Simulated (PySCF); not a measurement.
# Reading the logs of faulty runs: B2ClGeH4 cation

All numbers below are calculated, not measured. They come from PySCF 2.14.0, an open-source quantum chemistry program, on an isolated molecule that a program drew, which may never have been made. The molecule is B2ClGeH4 cation (charge +1, singlet), drawn as the SMILES string `[BH+][GeH2][BH]Cl`.

Each row is a Hartree-Fock (HF) and frozen-core CCSD(T) single point in the cc-pV(D+d)Z basis, meant for a local HF minimum. Run 1 is clean. Each other run has one planted mistake out of seven kinds, and not every kind appears here: one electron removed, one electron added, multiplicity raised by two, geometry at a saddle point, minimal basis STO-3G, one bond length entered in bohr, all coordinates scaled. The reference is restricted for singlets and unrestricted otherwise, and also for a bond in bohr. Adding or removing an electron swaps singlet and doublet. Electrons count all cores. HOMO and LUMO are orbital energies over both spins, the gradient is its largest component, and the lowest frequency (negative if imaginary) is given only where the gradient is small. Bond lengths are over the 7 bonds as drawn. T1 is the CCSD diagnostic: over 0.02 (restricted) or 0.045 (unrestricted) a single reference is doubtful. Germanium has the cc-pVDZ-PP basis, with a core potential (ECP10MDF) in place of its 10 inner electrons, and its 3s, 3p and 3d shells are frozen in CCSD(T).

Geometry of the clean run:
```xyz
8
B2ClGeH4 cation, angstrom
B     0.9509   -1.7230   -0.8682
Ge    1.3225    0.2936   -1.4558
B     0.0726    1.5958   -0.3655
Cl    0.2392    3.2754   -0.7129
H     0.7516   -2.8464   -0.5482
H     1.0460    0.1822   -2.9506
H     2.8147    0.3787   -1.1572
H    -0.7058    1.2089    0.4439
```

| run | electrons | basis functions | <S^2> | HOMO (eV) | LUMO (eV) | gradient (hartree/bohr) | lowest frequency (cm^-1) | mean bond (Å) | longest bond (Å) | T1 | HF (hartree) | CCSD(T) (hartree) | mistake |
|---|---|---|---|---|---|---|---|---|---|---|---|---|---|
| 1 | 62 | 94 | 0.000 | -15.29 | -5.18 | 9.6e-06 | 25 | 1.6266 | 2.133 | 0.0194 | -804.26779 | -804.70113 | no fault |
| 2 | 62 | 94 | 0.000 | -15.32 | -5.18 | 4.1e-02 | - | 1.5680 | 2.056 | 0.0194 | -804.25838 | -804.69059 | all coordinates scaled |
| 3 | 63 | 94 | 0.768 | -7.55 | 1.20 | 4.0e-02 | - | 1.6266 | 2.133 | 0.0149 | -804.50018 | -804.94321 | one electron added |
| 4 | 61 | 94 | 0.770 | -22.45 | -12.99 | 2.2e-02 | - | 1.6266 | 2.133 | 0.0375 | -803.74594 | -804.16309 | one electron removed |
| 5 | 62 | 94 | 0.955 | -14.36 | -5.25 | 8.9e-03 | - | 1.8456 | 3.256 | 0.0256 | -804.12769 | -804.52327 | ? |

**Which mistake was planted in run 5, and what did it cost?**

The mean bond changes by a factor of 1.135 and the longest by 1.526, so the molecule wasn't scaled as a whole. A length L in bohr read as angstrom grows by (1/0.5292 - 1) L = 0.890 L. The 7 bonds together grew by 7 x 0.2190 = 1.533 Å, which gives L = 1.723 Å. That is bond B3-Cl4, 1.723 Å in the clean geometry. So the mistake is: one bond length entered in bohr. Subtracting run 1 and multiplying by 627.51 kcal/mol a hartree, the energy moved by 87.9 kcal/mol in HF and 111.6 kcal/mol in CCSD(T).

